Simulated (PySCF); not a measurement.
Species: C₅H₉FOS.
SMILES with atom numbers: `[CH3:1][S@@:2](=[O:3])[CH2:4][C@H:5]1[CH2:6][C@H:7]1[F:8]` (hydrogens: H9, H10, H11 on C1; H12, H13 on C4; H14 on C5; H15, H16 on C6; H17 on C7)

The same species was optimised twice, with GFN2-xTB and with PBE0-D3(BJ)/def2-SVP (PySCF), and the same property calculations (PySCF, gas phase) were run on both structures.

```
     coordinate  GFN2-xTB  PBE0-D3(BJ)/def2-SVP  change
      S2=O3 (Å)     1.462                 1.504  +0.042
      C1–S2 (Å)     1.849                 1.813  -0.036
      S2–C4 (Å)     1.869                 1.835  -0.034
      C7–F8 (Å)     1.366                 1.359  -0.007
      C6–C7 (Å)     1.494                 1.487  -0.007
      C5–C7 (Å)     1.498                 1.494  -0.004
      C5–C6 (Å)     1.508                 1.512  +0.004
      C4–C5 (Å)     1.501                 1.499  -0.002
   C1–S2–C4 (°)      94.4                  96.7    +2.3
   C4–C5–C6 (°)     120.0                 120.5    +0.5
   S2–C4–C5 (°)     108.2                 107.7    -0.5
   C5–C7–C6 (°)      60.5                  61.0    +0.5
   C5–C7–F8 (°)     117.8                 117.4    -0.4
   C6–C7–F8 (°)     117.5                 117.1    -0.4
   O3–S2–C4 (°)     105.1                 105.4    +0.3
   C4–C5–C7 (°)     119.0                 119.4    +0.4
C1–S2–C4–C5 (°)      -178                  -167     +11
S2–C4–C5–C6 (°)      -154                  -159      -5
```

Rotational constants: A = 3315, B = 963.5, C = 903.2 MHz (GFN2-xTB) against A = 3409, B = 953.1, C = 905.8 MHz (PBE0-D3(BJ)/def2-SVP). Point groups within 0.08 Å: C1 and C1.

On the GFN2-xTB structure: isotropic polarisability (au) 84.4 [CAM-B3LYP/def2-SVPD]; HOMO (eV) -8.09 [CAM-B3LYP/def2-SVPD]; LUMO (eV) 1.18 [CAM-B3LYP/def2-SVPD]; dipole (D) 3.13 [CAM-B3LYP/def2-SVPD]; HOMO (eV) -6.58 [PBE0/pcSseg-1]; LUMO (eV) 0.86 [PBE0/pcSseg-1]; dipole (D) 2.84 [PBE0/pcSseg-1]; GIAO shielding of C1 (ppm) 140.7 [PBE0/pcSseg-1]; GIAO shielding of S2 (ppm) 180.4 [PBE0/pcSseg-1]; GIAO shielding of O3 (ppm) 286.4 [PBE0/pcSseg-1]; GIAO shielding of C4 (ppm) 122.7 [PBE0/pcSseg-1]; GIAO shielding of C5 (ppm) 172.3 [PBE0/pcSseg-1]; GIAO shielding of C6 (ppm) 172.8 [PBE0/pcSseg-1]; GIAO shielding of C7 (ppm) 112.0 [PBE0/pcSseg-1]; GIAO shielding of F8 (ppm) 423.8 [PBE0/pcSseg-1].

Problem. What do these properties become on the PBE0-D3(BJ)/def2-SVP structure?

Solution. 
```tsv
property	level	on GFN2-xTB	on PBE0-D3(BJ)/def2-SVP	change
isotropic polarisability (au)	CAM-B3LYP/def2-SVPD	84.4	84.7	+0.3
HOMO (eV)	CAM-B3LYP/def2-SVPD	-8.09	-8.05	+0.04
LUMO (eV)	CAM-B3LYP/def2-SVPD	1.18	1.13	-0.05
dipole (D)	CAM-B3LYP/def2-SVPD	3.13	3.34	+0.21
energy, GFN2-xTB geometry as zero (kcal/mol)	CAM-B3LYP/def2-SVPD	0.0	-2.7	-2.7
HOMO (eV)	PBE0/pcSseg-1	-6.58	-6.52	+0.06
LUMO (eV)	PBE0/pcSseg-1	0.86	1.01	+0.15
dipole (D)	PBE0/pcSseg-1	2.84	3.05	+0.21
energy, GFN2-xTB geometry as zero (kcal/mol)	PBE0/pcSseg-1	0.0	-2.5	-2.5
GIAO shielding of C1 (ppm)	PBE0/pcSseg-1	140.7	141.2	+0.5
GIAO shielding of S2 (ppm)	PBE0/pcSseg-1	180.4	200.1	+19.7
GIAO shielding of O3 (ppm)	PBE0/pcSseg-1	286.4	280.6	-5.8
GIAO shielding of C4 (ppm)	PBE0/pcSseg-1	122.7	126.6	+3.9
GIAO shielding of C5 (ppm)	PBE0/pcSseg-1	172.3	172.7	+0.4
GIAO shielding of C6 (ppm)	PBE0/pcSseg-1	172.8	171.3	-1.5
GIAO shielding of C7 (ppm)	PBE0/pcSseg-1	112.0	112.7	+0.7
GIAO shielding of F8 (ppm)	PBE0/pcSseg-1	423.8	422.5	-1.3
```

The heavy atoms differ by 0.109 Å rms after alignment. Among bonds between heavy atoms S2=O3 changes most (+0.042 Å). Changes are differences of the printed values. Neither structure is proved a minimum here.

Conformer computed: `[CH3:1][S@@:2](=[O:3])[CH2:4][C@H:5]1[CH2:6][C@H:7]1[F:8]`: C1–S2–C4–C5 -167°, S2–C4–C5–C6 -159°.
